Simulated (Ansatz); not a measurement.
`[SiH3][SnH]([SiH3])[SiH3]` + `B1C[SiH2][SiH2]1` → `[SiH3]C1B[SiH2][SiH2]1` + `[SiH3][SnH2][SiH3]`  (formal exchange of groups at the Si–Sn bond)

Isolated molecules relaxed with PBE0-D4/def2-TZVP in Ansatz; ΔE leaves out vibrations. CCSD(T)/CBS is the MP2 limit (def2-TZVPP, def2-QZVPP) plus CCSD(T) − MP2 in def2-TZVPP, frozen cores. Elements past krypton have def2 core potentials. For Sn outer-core shells are correlated without core-valence functions, which leaves a few kJ/mol of doubt a bond.

```json
{"species": "`[SiH3][SnH]([SiH3])[SiH3]`", "HF/def2-QZVPP energy (Eh)": "-1086.02666"}
{"species": "`B1C[SiH2][SiH2]1`", "HF/def2-QZVPP energy (Eh)": "-644.50184"}
{"species": "`[SiH3]C1B[SiH2][SiH2]1`", "HF/def2-QZVPP energy (Eh)": "-934.62335"}
{"species": "`[SiH3][SnH2][SiH3]`", "HF/def2-QZVPP energy (Eh)": "-795.89941"}
```

Question: Work out ΔE.

Answer: ΔE = (-934.62335) + (-795.89941) − (-1086.02666) − (-644.50184) = 0.00574 Eh = +3.6 kcal/mol. CCSD(T)/CBS gives +4.8 kcal/mol.

Largest T1 diagnostic among the species: 0.015.

The D4 term adds −1.5 kcal/mol with B3LYP and −0.7 kcal/mol with PBE0; it sums over pairs of atoms, weighted by their polarisabilities, and B3LYP, whose exchange is more repulsive, gets the larger term. From PBE to PBE0 (25 % exact exchange), in def2-TZVPP and without D4, ΔE moves by −0.9 kcal/mol.

B3LYP here is the variant with VWN-RPA as its local correlation; programs differ in this.
